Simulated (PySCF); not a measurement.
# Levels of F(4+) from EOM-EA-GCCSD

Reference: closed-shell F(5+), [He] 2s2; one electron is added. Calculated with PySCF 2.14, two-component X2C-1e with screened spin-orbit coupling, an even-tempered Gaussian basis (18 s from 0.079 bohr⁻², ratio 2.6; 11 p from 0.1 bohr⁻², ratio 2.6; 8 d from 0.11 bohr⁻², ratio 2.8; 4 f from 3.3 bohr⁻², ratio 2.8); frozen nothing; the 28 highest virtual spinors dropped; of the others 56 kept and the rest restored at second order. No Breit or QED terms. Binding energies in eV.

```csv
level,Koopmans,second order,EOM-CCSD
2p1/2,113.56,114.73,114.33
2p3/2,113.46,114.62,114.23
3s1/2,48.589,49.122,49.264
3d3/2,39.109,39.151,39.308
3d5/2,39.104,39.146,39.303
```

Electric-dipole lines between these computed levels:

```tsv
lower	upper	ΔE (eV)	vacuum wavelength (nm)
2p1/2	3s1/2	65.068	19.05
2p1/2	3d3/2	75.024	16.53
2p3/2	3s1/2	64.970	19.08
2p3/2	3d3/2	74.926	16.55
2p3/2	3d5/2	74.931	16.55
```

For comparison, the ionisation energy of F(4+) is 114.25 eV (semi-empirical (NIST evaluation); NIST Atomic Spectra Database, ionization energies).

Only part of the computed levels is shown.

The screened spin-orbit operator tends to give fine-structure splittings of light species too large.

The highest levels are limited by the diffuse functions of the basis.
